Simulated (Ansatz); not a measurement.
Consider the cleavage of the Si–B bond: `CB(N)[SiH2][SiH3]` + `BNC=C` → `BN(C=C)[SiH2][SiH3]` + `CBN`.

Isolated molecules relaxed with PBE0-D4/def2-TZVP in Ansatz; ΔE leaves out vibrations. CCSD(T)/CBS adds triple-zeta CCSD(T) − MP2 to the extrapolated MP2 energy (def2 sets, frozen cores). Each species was taken in one conformer, which may not be the lowest.

`CB(N)[SiH2][SiH3]`:

Cartesian coordinates in Å:
```
C 1.036 1.679 0.422
B 0.826 0.442 -0.526
N 1.911 -0.159 -1.157
Si -1.018 -0.348 -0.819
Si -1.777 -1.364 1.149
H 2.080 1.998 0.504
H 0.672 1.459 1.432
H 0.447 2.536 0.079
H 1.832 -0.949 -1.776
H 2.858 0.164 -1.037
H -2.020 0.696 -1.189
H -1.035 -1.382 -1.899
H -1.796 -0.375 2.264
H -3.150 -1.923 1.007
H -0.866 -2.474 1.545
```

`BNC=C`:

Cartesian coordinates in Å:
```
B -1.366 0.514 -1.162
N -0.670 0.091 -0.029
C 0.703 -0.107 0.070
C 1.341 -0.512 1.162
H -0.748 0.738 -2.161
H -2.552 0.638 -1.091
H -1.176 -0.102 0.824
H 1.235 0.104 -0.852
H 0.818 -0.725 2.088
H 2.414 -0.640 1.151
```

`BN(C=C)[SiH2][SiH3]`:

Z-matrix (Å, degrees):
```
Si
Si 1 2.348
N 1 1.773 2 110.9
H 1 1.481 2 110.6 3 -117.6
H 1 1.489 2 110.3 3 121.7
H 2 1.489 1 108.5 3 153.4
H 2 1.487 1 109.7 3 34.7
H 2 1.487 1 112.4 3 -87.0
C 3 1.402 1 119.0 2 61.4
B 3 1.408 1 120.9 2 -115.5
C 9 1.330 3 126.1 1 6.3
H 9 1.086 3 113.5 1 -173.6
H 10 1.198 3 118.7 1 177.1
H 10 1.194 3 119.5 1 -2.7
H 11 1.081 9 119.8 3 -179.4
H 11 1.084 9 123.2 3 1.5
```

`CBN`:

Z-matrix (Å, degrees):
```
C
B 1 1.568
H 1 1.095 2 110.4
H 1 1.096 2 110.3 3 116.2
H 1 1.094 2 114.3 3 -121.9
N 2 1.392 1 122.0 3 122.1
H 2 1.202 1 121.0 3 -57.9
H 6 1.005 2 123.2 1 180.0
H 6 1.007 2 123.1 1 -0.0
```

| species | CCSD(T)/CBS(def2) energy (Eh) |
| --- | --- |
| `CB(N)[SiH2][SiH3]` | -701.76935 |
| `BNC=C` | -159.21916 |
| `BN(C=C)[SiH2][SiH3]` | -739.79097 |
| `CBN` | -121.21267 |

(1) Work out ΔE.

Largest T1 diagnostic among the species: 0.014.

Results:

(1) ΔE = (-739.79097) + (-121.21267) − (-701.76935) − (-159.21916) = -0.01513 Eh = -39.7 kJ/mol.

From PBE to PBE0 (25 % exact exchange), in def2-TZVPP and without D4, ΔE moves by −6.4 kJ/mol. The D4 term adds −8.6 kJ/mol with B3LYP and −4.6 kJ/mol with PBE0; it sums over pairs of atoms, weighted by their polarisabilities, and B3LYP, whose exchange is more repulsive, gets the larger term.

B3LYP here is the variant with VWN-RPA as its local correlation; programs differ in this.
